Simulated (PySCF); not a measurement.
Members of one family of related compounds. Level of theory: TDDFT B3LYP/def2-SVPD, vertical, gas phase, core orbitals frozen in the response in PySCF. Geometries: PBE0-D3(BJ)/def2-SVP; one conformer of each isolated species. Triplets are in the Tamm–Dancoff approximation.

Question: Rank by computed HOMO energy, highest first.
A. Si(vinyl)3(tBu) (`C=C[Si](C=C)(C=C)C(C)(C)C`)
B. Si(vinyl)3(NiPr2) (`C=C[Si](C=C)(C=C)N(C(C)C)C(C)C`)
C. Si(vinyl)3(OiPr) (`C=C[Si](C=C)(C=C)OC(C)C`)
D. Si(vinyl)3(NHiPr) (`C=C[Si](C=C)(C=C)NC(C)C`)
E. Si(vinyl)3(OtBu) (`C=C[Si](C=C)(C=C)OC(C)(C)C`)

Answer: B (-5.79 eV), D (-6.26 eV), A (-7.07 eV), E (-7.26 eV), C (-7.39 eV).

```
                        SMILES  HOMO (eV)  S1 (eV)  first f ≥ 0.01 (nm)  gap (eV)  LUMO (eV)    S1 mainly
C=C[Si](C=C)(C=C)N(C(C)C)C(C)C      -5.79     4.37                  267      5.20      -0.58    H→L (99%)
       C=C[Si](C=C)(C=C)NC(C)C      -6.26     4.61                  269      5.45      -0.81    H→L (95%)
     C=C[Si](C=C)(C=C)C(C)(C)C      -7.07     5.75                  216      6.49      -0.58  H→L+1 (86%)
    C=C[Si](C=C)(C=C)OC(C)(C)C      -7.26     5.40                  217      6.30      -0.97  H-1→L (58%)
       C=C[Si](C=C)(C=C)OC(C)C      -7.39     5.55                  215      6.43      -0.96  H-1→L (79%)
```

H and L stand for HOMO and LUMO.

- `C=C[Si](C=C)(C=C)N(C(C)C)C(C)C`: Löwdin shares by element: HOMO nitrogen 54%, carbon 11% or more, silicon 6% (atoms not listed hold the other 30%); LUMO carbon 57% or more (atoms not listed hold the other 43%).
- `C=C[Si](C=C)(C=C)NC(C)C`: Löwdin shares by element: HOMO nitrogen 55%, carbon 14% or more, silicon 6% (atoms not listed hold the other 25%); LUMO carbon 68% or more (atoms not listed hold the other 32%).
- `C=C[Si](C=C)(C=C)C(C)(C)C`: Löwdin shares by element: HOMO carbon 36% or more, silicon 13% (atoms not listed hold the other 51%); LUMO carbon 48% or more (atoms not listed hold the other 52%).
- `C=C[Si](C=C)(C=C)OC(C)(C)C`: Löwdin shares by element: HOMO carbon 37% or more, oxygen 29% (atoms not listed hold the other 34%); LUMO carbon 71% or more (atoms not listed hold the other 29%).
- `C=C[Si](C=C)(C=C)OC(C)C`: Löwdin shares by element: HOMO (one of a set within 0.03 eV) carbon 47% or more, oxygen 17% (atoms not listed hold the other 36%); LUMO carbon 52% or more (atoms not listed hold the other 48%).
